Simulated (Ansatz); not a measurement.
`F[SiH]([SiH3])Cl` + `OC=S` → `F[SiH]([SiH3])OC=S` + HCl at 600 K and 1 bar (ligand exchange at the Si–Cl bond).

Computed with Ansatz on PBE0-D4/def2-TZVP structures; ΔE is electronic, products minus reactants. CCSD(T)/CBS adds triple-zeta CCSD(T) − MP2 to the extrapolated MP2 energy (def2 sets, frozen cores). This one scheme is used for every species. One conformer a species, not always the lowest.

```json
{"species": "`F[SiH]([SiH3])Cl`", "CCSD(T)/CBS energy (Eh)": "-1140.23962", "H − E (kJ/mol)": "156.7", "S (J/(mol·K))": "426.3"}
{"species": "`OC=S`", "CCSD(T)/CBS energy (Eh)": "-512.17609", "H − E (kJ/mol)": "112.4", "S (J/(mol·K))": "302.2"}
{"species": "`F[SiH]([SiH3])OC=S`", "CCSD(T)/CBS energy (Eh)": "-1192.03062", "H − E (kJ/mol)": "228.4", "S (J/(mol·K))": "519.0"}
{"species": "HCl", "CCSD(T)/CBS energy (Eh)": "-460.38127", "H − E (kJ/mol)": "35.4", "S (J/(mol·K))": "207.2"}
```

H − E and S are ideal-gas, rigid-rotor, harmonic terms from PBE0-D4/def2-TZVP, for one conformer and one mirror image of each species. 1 Eh = 2625.50 kJ/mol, R = 8.31446 J/(mol·K).

By hand: ΔE, ΔH, ΔS and ΔG.

ΔE = (-1192.03062) + (-460.38127) − (-1140.23962) − (-512.17609) = 0.00382 Eh = 10.0 kJ/mol. Δ(H − E) = 228.4 + 35.4 − 156.7 − 112.4 = -5.3, so ΔH = 4.7 kJ/mol. ΔS = 519.0 + 207.2 − 426.3 − 302.2 = -2.3 J/(mol·K). ΔG = 4.7 − 600 × (-2.3)/1000 = 6.1 kJ/mol.

By hand: the equilibrium constant, and the temperature at which ΔG would vanish if ΔH and ΔS stayed fixed.

log₁₀ K = −ΔG/(RT ln 10) = -0.5. ΔH and −TΔS have one sign here, so there is no such temperature. One of them is within its doubt of zero, so this could turn.

The number of gas molecules stays the same, so ΔS is small and ΔH decides. A doubt of 5 kJ/mol in ΔE shifts log₁₀ K by 0.4 here. Other conformers and mirror images would add mixing entropy, several J/(mol·K) or more a flexible species. Modes under 60 cm⁻¹, often nearly free rotors, make the harmonic entropy too high. These are equilibria of isolated gas molecules and say nothing of rates. Largest T1 diagnostic: 0.018 (customary marks: 0.02 for closed shells, 0.045 for open ones).
